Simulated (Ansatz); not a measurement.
A calculation with Ansatz (development build ahead of 0.2.0).

```yaml
crystal:
  periodic: [false, false, false]
  atoms:
    - { symbol: Na, position_ang: [-1.30825, -1.30825, -1.30825] }
    - { symbol: Cl, position_ang: [-1.5159, -1.5159, 1.5159] }
    - { symbol: Cl, position_ang: [-1.5159, 1.5159, -1.5159] }
    - { symbol: Na, position_ang: [-1.30825, 1.30825, 1.30825] }
    - { symbol: Cl, position_ang: [1.5159, -1.5159, -1.5159] }
    - { symbol: Na, position_ang: [1.30825, -1.30825, 1.30825] }
    - { symbol: Na, position_ang: [1.30825, 1.30825, -1.30825] }
    - { symbol: Cl, position_ang: [1.5159, 1.5159, 1.5159] }
basis:
  gaussian: { orbitals: cc-pVDZ }
hamiltonian:
  xc: hf
correlation:
  method: mp2
  frozen_orbitals: { Cl: 5, Na: 1 }
```

The input is written out in the form of the current development build from the run's settings.

The run gave:

* Converged: yes
* Reference energy: -2485.95710 hartree
* Correlation energy: -0.59343 hartree
* Total energy: -2486.55053 hartree
* Spin squared of the determinant: 0.000
